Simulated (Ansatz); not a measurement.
`[NH2][AlH][GaH2]` + HCl → `[NH2][AlH][Cl]` + `[GaH3]` at 298.15 K and 1 bar (cleavage of the Al–Ga bond).

Isolated molecules relaxed with PBE0-D4/def2-TZVP in Ansatz; ΔE leaves out vibrations. CBS: MP2 limit from def2 TZ/QZ plus the TZ coupled-cluster correction, frozen cores. This one scheme is used for every species. For Ga outer-core shells are correlated without core-valence functions, which leaves a few kJ/mol of doubt a bond. Scalar relativity is left out up to krypton. One conformer a species, not always the lowest.

| species | CCSD(T)/CBS energy (Eh) | H − E (kJ/mol) | S (J/(mol·K)) |
| --- | --- | --- | --- |
| `[NH2][AlH][GaH2]` | -2223.67811 | 140.1 | 340.1 |
| HCl | -460.38127 | 26.6 | 186.8 |
| `[NH2][AlH][Cl]` | -758.40905 | 104.9 | 293.9 |
| `[GaH3]` | -1925.70545 | 59.6 | 218.4 |

H − E and S are ideal-gas, rigid-rotor, harmonic terms from PBE0-D4/def2-TZVP, for one conformer and one mirror image of each species. 1 Eh = 2625.50 kJ/mol, R = 8.31446 J/(mol·K).

Task: By hand: ΔE, ΔH, ΔS and ΔG.

Result: ΔE = (-758.40905) + (-1925.70545) − (-2223.67811) − (-460.38127) = -0.05512 Eh = -144.7 kJ/mol. Δ(H − E) = 104.9 + 59.6 − 140.1 − 26.6 = -2.2, so ΔH = -146.9 kJ/mol. ΔS = 293.9 + 218.4 − 340.1 − 186.8 = -14.6 J/(mol·K). ΔG = -146.9 − 298.15 × (-14.6)/1000 = -142.5 kJ/mol.

Task: By hand: the equilibrium constant, and the temperature at which ΔG would vanish if ΔH and ΔS stayed fixed.

Result: log₁₀ K = −ΔG/(RT ln 10) = 25.0. ΔG = 0 at ΔH/ΔS = 10062 K, far beyond where these terms or the molecules hold.

The number of gas molecules stays the same, so ΔS is small and ΔH decides. A doubt of 5 kJ/mol in ΔE shifts log₁₀ K by 0.9 here. Other conformers and mirror images would add mixing entropy, several J/(mol·K) or more a flexible species. Modes under 60 cm⁻¹, often nearly free rotors, make the harmonic entropy too high. These are equilibria of isolated gas molecules and say nothing of rates. Largest T1 diagnostic: 0.013 (customary marks: 0.02 for closed shells, 0.045 for open ones).
